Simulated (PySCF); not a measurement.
# Complete the spectrum of H12N2Si4

Species: H12N2Si4.
InChI=1S/H12N2Si4/c1-5(3)6(2)4/h5-6H,1-2H2,3-4H3/t5-,6+

Computed with PySCF, TDDFT wB97X-D/def2-SVPD, vertical, gas phase, core orbitals frozen in the response. The structure is a single GFN2-xTB conformer in the gas phase; no vibrational or solvent corrections. Torsions of this conformer, `[NH2:1][Si@H:2]([SiH3:3])[Si@@H:4]([NH2:5])[SiH3:6]`: N1–Si2–Si4–N5 -174°, H–N1–Si2–Si3 -49°, H–N1–Si2–Si3 174°, H–N5–Si4–Si2 175°, H–N5–Si4–Si2 -47°.

Lowest singlets, with some entries withheld (?).

```
state  ν̃ (cm⁻¹)  f   main configurations (H = HOMO, L = LUMO)
   S1      41730  ?                                  H→L (88%)
   S2      42800  ?                                H-1→L (86%)
   S3      47580  ?                                H-2→L (91%)
   S4      52200  ?                 H→L+1 (61%), H-1→L+1 (24%)
   S5      52770  ?                 H→L+2 (40%), H-1→L+2 (36%)
   S6      53940  ?  H-1→L+1 (34%), H→L+1 (18%), H-2→L+1 (17%)
   S7      55760  ?    H-1→L+2 (16%), H→L+3 (16%), H→L+2 (15%)
   S8      56190  ?                                H-3→L (45%)
```

**Question.** What stands in place of each question mark?

**Answer.** 
- S1: f = 0.013
- S2: f = 0.0009
- S3: f = 0.330
- S4: f = 0.0045
- S5: f = 0.0046
- S6: f = 0.011
- S7: f = 0.0026
- S8: f = 0.026

**Question.** What is the mean static polarisability from the same response equations?

**Answer.** 134.6 au (19.95 Å³), with principal values 111.4, 121.2 and 171.3 au.

**Question.** Where do the lowest triplets lie (Tamm–Dancoff)?

**Answer.** T1 4.82 eV, H→L (79%), H-2→L (12%); T2 5.05 eV, H-1→L (85%); T3 5.14 eV, H-2→L (77%), H→L (10%). E(S1) − E(T1) = +0.35 eV.

**Question.** How far apart are S4 and S7, in eV and cm⁻¹?

**Answer.** 6.913 − 6.472 = 0.441 eV, or about 3560 cm⁻¹.

Hardware: an x86-64 server with one thread, no GPU, on a shared host. Cost: 59 s wall.
